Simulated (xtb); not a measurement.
C₂H₄Cl₂Ge, SMILES C=[CH][GeH]([Cl])[Cl]. All values are semi-empirical tight-binding results from xtb (GFN2-xTB unless named), good for trends rather than for accurate numbers. The structure is a stationary point at GFN2-xTB. This is a generated structure with no PubChem entry under its InChIKey; it may be hypothetical. The values are those of a single conformer.

Optimised geometry:

```xyz
9

Ge     0.1365    -0.3199    -0.3662
Cl     0.5142     1.7390    -0.6473
Cl     1.2363    -0.9334     1.3377
C     -1.7868    -0.6501    -0.0681
C     -2.6581     0.2982     0.2296
H      0.7060    -1.0835    -1.5616
H     -2.1044    -1.6813    -0.1387
H     -3.7023     0.0882     0.4060
H     -2.3585     1.3323     0.3082
```

For metal compounds this method's bond lengths and energies can be far off.

### Question
Estimate the properties. (Estimate from the structure and the level; the computed values follow.)

### Answer

- orbital gap: 4.62 eV
- zero-point energy: 31.2 kcal/mol
- G − E(el) at 298.15 K (modified RRHO): 10.0 kcal/mol

Computed atomic charges and the Wiberg bond orders between heavy atoms:
charges (e) Ge1 0.26, Cl2 -0.16, Cl3 -0.16, C4 -0.07, C5 -0.06, H6 0.01, H7 0.06, H8 0.06, H9 0.07. Bond orders Ge1–Cl2 1.15, Ge1–Cl3 1.14, Ge1–C4 0.83, C4–C5 1.98.
